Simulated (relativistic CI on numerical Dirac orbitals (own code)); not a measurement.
Computed by Dirac-Coulomb-Breit CI, KLI orbitals optimised for each configuration, model QED (radiative potential, 1s self-energy scaled to tabulated hydrogen-like ionisation energies), unscaled Slater integrals (own radial code, finite nucleus).

CI space (outside the closed core [Ar] 3d10): 4s2 4p4, 4s 4p5, 4s2 4p3 4d, 4p6, 4s 4p4 4d, 4s2 4p3 4f, 4s 4p4 4f, 4p5 4d, 4s 4p3 4d2, 4s2 4p2 4d 4f, 4p5 4f, 4s2 4p3 5s, 4s2 4p3 5p, 4p5 5s, 4s 4p3 4d 5s, 4p4 4d 4f, 4s 4p4 5s, 4s2 4p3 5d, 4s2 4p2 4f 5s, 4s 4p3 4f2, 4s 4p4 5p, 4s2 4p3 5f, 4s2 4p3 5g, 4s 4p4 5d, 4s2 4p3 6s, 4s2 4p3 6p, 4s 4p4 5f, 4s2 4p2 4d2, 4s2 4p 4d3, 4s 4p2 4d3, 4s2 4p 4d2 4f, 4s 4p2 4d2 4f, 4s2 4p 4d2 5s, 4p4 4d2, 4p3 4d3, 4p3 4d2 4f, 4p3 4d2 5s, 4s2 4p2 4d 5s, 4s 4p2 4d2 5s, 4s2 4p 4d 4f 5s, 4s 4p2 4d 4f 5s, 4s2 4p 4d 5s2, 4p4 4d 5s, 4p3 4d 4f 5s, 4p3 4d 5s2, 4s2 4p2 5s2, 4s 4p2 4d 5s2, 4s2 4p 4f 5s2, 4s 4p2 4f 5s2. Double excitations out of closed p, d and f shells are left out; levels of such configurations are missing from the list, as are those of other unlisted configurations, and high levels can miss mixing partners. These lack a partner that the ground configuration has and come out too high: 4s2 4p3 5p, 4s2 4p3 5d, 4s 4p4 5p, 4s2 4p3 5f, 4s2 4p3 5g.

At this charge energies of transitions that change n are usually good to better than 1 %, and those within a shell (Δn = 0) to a few per cent.

Outline of the computed level scheme of Cs XXII. Lowest level of each configuration: 4s2 4p4 3P_2 at 0.000 eV; 4s 4p5 3P°_2 at 69.153 eV; 4s2 4p3 4d 3F°_2 at 86.173 eV.

Some strong electric-dipole decays among the lowest 45 levels: 4s2 4p3 4d 3P°_0 → 4s2 4p4 3P_1 (5.4e+11 s⁻¹); 4s2 4p3 4d 1P°_1 → 4s2 4p4 1S_0 (4.0e+11 s⁻¹); 4s2 4p3 4d 3P°_1 → 4s2 4p4 3P_1 (3.8e+11 s⁻¹); 4s2 4p3 4d 1F°_3 → 4s2 4p4 3P_2 (3.8e+11 s⁻¹); 4s2 4p3 4d 3P°_1 → 4s2 4p4 3P_2 (3.4e+11 s⁻¹); 4s2 4p3 4d 1D°_2 → 4s2 4p4 3P_1 (2.7e+11 s⁻¹); 4s2 4p3 4d 3D°_2 → 4s2 4p4 1D_2 (2.7e+11 s⁻¹); 4s2 4p3 4d 3P°_2 → 4s2 4p4 3P_2 (2.4e+11 s⁻¹).

LS names give the leading component of a level, which can be under half, so a name can repeat, a term be missing and a line seem to break the LS rules.
